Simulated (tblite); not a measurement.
A tight-binding relaxation on `C=CC[AsH][SiH2]C#CC`.

Computed with GFN2-xTB geometry optimisation, gas phase (tblite 0.8.0). Start geometry: from a force field or distance geometry. The input is one job of a driver script: a line of settings, then coordinates in Å.

Command:
```bash
OMP_NUM_THREADS=1 python probes_run.py task.json out
```

Input:
```
{"job": {"kind": "relax", "xc": "GFN2-xTB", "basis": "xTB"}, "charge": 0, "multiplicity": 1}
C     -3.535800     0.214500     0.754900
C     -3.536000    -0.106400    -0.524600
C     -2.372900    -0.605200    -1.276700
As    -0.716100    -0.763600    -0.277400
Si     0.803700     0.813800    -0.937400
C      2.344100     0.585400    -0.015700
C      3.390300     0.449600     0.592300
C      4.676600     0.301700     1.332800
H     -2.675500     0.160500     1.415000
H     -4.482800     0.568500     1.199700
H     -4.489700    -0.006700    -1.061900
H     -2.192300     0.161400    -2.084900
H     -2.700200    -1.521100    -1.790800
H     -0.893400    -0.889900     1.258100
H      0.311100     2.193200    -0.673200
H      1.092600     0.608100    -2.376800
H      5.308200     1.197700     1.113400
H      4.424200     0.244300     2.392700
H      5.234100    -0.566300     0.953000
```

Output:
```
step      E/eV     max force
  0    -609.65146    3.170
  1    -609.92182    2.771
  2    -609.98719    6.436
  3    -610.27639    1.091
  4    -610.37363    1.188
  5    -610.45819    0.932
  6    -610.48930    0.653
  7    -610.51942    0.500
  8    -610.54874    0.483
  9    -610.56329    0.363
... (267 lines left out)
277    -610.87495    0.049
278    -610.87503    0.024
279    -610.87509    0.030
280    -610.87515    0.042
281    -610.87520    0.020
282    -610.87523    0.026
283    -610.87526    0.013
284    -610.87528    0.012
285    -610.87530    0.013
286    -610.87531    0.009
```

«max force» is the largest atomic force in eV/Å.

Question: From which step on does the largest force stay under 0.1 eV/Å, and how much energy is left to gain from there?

Answer: From step 272 (0.074 eV/Å), 1.8 meV above the end.

Main results: energy lowered by 28.2 kcal/mol over 286 steps; largest atomic force 0.009 eV/Å at the end.

Question: Where do the atoms end?

Answer: 0.995 Å rms from the input after alignment:
```
atom  x, y, z in Å
C1    -3.8641    0.2743    0.2397
C2    -2.8628    0.2816   -0.6246
C3    -2.2126   -0.9357   -1.1621
As4   -0.4810   -1.3592   -0.2450
Si5    0.4408    0.7919   -0.2771
C6     2.2142    0.6631    0.2265
C7     3.3670    0.5596    0.5634
C8     4.7515    0.4418    0.9653
H9    -4.3009   -0.6480    0.5894
H10   -4.2929    1.1832    0.6264
H11   -2.4471    1.2254   -0.9599
H12   -1.9818   -0.8185   -2.2263
H13   -2.8666   -1.8056   -1.0505
H14   -1.0329   -1.1732    1.1461
H15   -0.1814    1.7811    0.6213
H16    0.4164    1.3444   -1.6484
H17    5.3040    1.3333    0.6688
H18    4.8161    0.3294    2.0474
H19    5.2043   -0.4294    0.4921
```

Question: How long does this job take on one thread of an Arm Neoverse N1, no GPU, shared host with 64 logical CPUs at a one-minute load of 56?

Answer: About 4.3 s.
Labels such as C1 count atoms from 1, the log's own numbers from 0.
